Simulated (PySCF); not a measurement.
Te(H)(OH) (H2OTe), SMILES O[TeH]. Atoms are numbered in the order given.

```xyz
4

Te    -0.1824    -0.0469     0.2190
H     -1.4105    -0.3562    -0.8649
O      1.2106     0.2073    -1.1412
H      1.2091     1.1348    -1.3949
```

The structure is a stationary point at PBE0-D3(BJ)/def2-TZVP. The def2 effective core potentials stand for the cores of Te; spin–orbit coupling is left out.

These are PySCF 2.14.0 with TDDFT-ωB97X/def2-TZVPD values and carry that method's errors.

Vertical excitations. The molecule is in vacuum.

```csv
state,energy (eV),λ (nm),f,main pairs
S1,3.07,404,0.002,HOMO→LUMO 92 %
S2,4.92,252,0.010,"HOMO→LUMO+1 72 %, HOMO→LUMO+5 20 %"
S3,5.43,228,0.011,HOMO−1→LUMO 90 %
S4,6.14,202,0.199,"HOMO→LUMO+5 51 %, HOMO→LUMO+1 16 %, HOMO→LUMO+3 13 %, HOMO→LUMO+4 8 %"
S5,6.80,182,0.003,HOMO→LUMO+2 87 %
S6,6.92,179,0.046,"HOMO→LUMO+3 72 %, HOMO→LUMO+5 17 %"
S7,7.22,172,0.018,HOMO→LUMO+4 73 %
S8,7.29,170,0.042,"HOMO−2→LUMO 49 %, HOMO→LUMO+7 28 %, HOMO−3→LUMO 8 %"
S9,7.47,166,0.029,"HOMO→LUMO+7 40 %, HOMO−2→LUMO 21 %, HOMO−1→LUMO+1 21 %"
S10,7.90,157,0.191,"HOMO−1→LUMO+1 45 %, HOMO→LUMO+7 14 %, HOMO−2→LUMO 8 %, HOMO−1→LUMO+4 8 %"
T1,2.45,507,0,HOMO→LUMO 90 %
T2,4.37,284,0,"HOMO→LUMO+1 55 %, HOMO→LUMO+5 35 %"
T3,4.80,258,0,HOMO−1→LUMO 89 %
T4,5.99,207,0,"HOMO→LUMO+5 37 %, HOMO→LUMO+1 33 %, HOMO→LUMO+3 10 %"
```
Triplets are in the Tamm–Dancoff approximation, which puts them higher than full response would, so one can lie above its singlet here.
